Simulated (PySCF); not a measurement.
Dipole response of Al (aluminium, neutral)

[Ne] 3s2 3p1, 2P determinant. Calculation: PySCF 2.14, in aug-cc-pV(5+d)Z (8s7p6d4f3g2h, 136 functions); no relativity, point nucleus. Coupled (time-dependent) response in atomic units; α is the mean over directions.

```csv
method,mean α (bohr³),"α xx, yy, zz",C₆ (like pair),S(−4)
wB97M-V,67.50,"54.44, 93.62, 54.44",576.2,3446
```

S(−4) is the Cauchy moment in α(ω) = α(0) + S(−4) ω² + …

Reference α: 57.8 ± 1 bohr³ (recommended; Schwerdtfeger and Nagle, table of static dipole polarizabilities (2023 update)). Published C₆: 528.0 (Chu and Dalgarno (2004); Tang, Norbeck and Certain (1976)).

α(iu) at wB97M-V:

```tsv
u (hartree)	α(iu) (bohr³)
0	67.50
0.0500	60.35
0.100	47.75
0.200	28.73
0.300	18.14
0.500	8.653
0.750	4.436
1.00	2.722
1.50	1.386
2.00	0.8804
3.00	0.4821
5.00	0.2314
```

A single London oscillator, α(iu) = α/(1 + u²/ω²), gives C₆ = (3/4) ω α². Matching the computed C₆ needs ω = 4 × 576.2 / (3 × 67.50²) = 0.169 hartree.

The components differ because the open shell of this determinant is not spherical; for a pure term their mean is the scalar polarisability.
